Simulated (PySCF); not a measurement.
Species: C₅H₄BFO₂.
SMILES: `C#CC1=C(F)O[BH2-][O+]=C1`

The closed-shell ground state was solved at several levels (PySCF, density fitting, gas phase, non-relativistic). Isolated species at its GFN2-xTB geometry, gas phase.

| level | basis functions | HOMO (eV) | LUMO (eV) | gap (eV) | dipole (D) |
| --- | --- | --- | --- | --- | --- |
| CAM-B3LYP/def2-SVPD | 221 | -8.38 | -1.58 | 6.80 | 3.30 |
| B3LYP/pcJ-1 | 283 | -6.94 | -2.84 | 4.10 | 3.31 |

Question: Estimate the row for PBE0/pcSseg-1, a basis of 173 functions; the other rows only guide the guess.

Answer: HOMO -7.13 eV, LUMO -2.63 eV, gap 4.50 eV, dipole 3.26 D.

Question: Over all these levels, which gives the widest orbital gap and which the narrowest?

Answer: CAM-B3LYP/def2-SVPD (range-separated hybrid) has the widest, 6.80 eV, and B3LYP/pcJ-1 (global hybrid, 20 % exact exchange) the narrowest, 4.10 eV. Functional and basis both differ between the two, so the spread mixes both effects.

Question: How far do the dipole and the HOMO energy spread over the levels?

Answer: The dipole runs from 3.26 to 3.31 D (mean 3.29 D) and the HOMO from -8.38 to -6.94 eV.
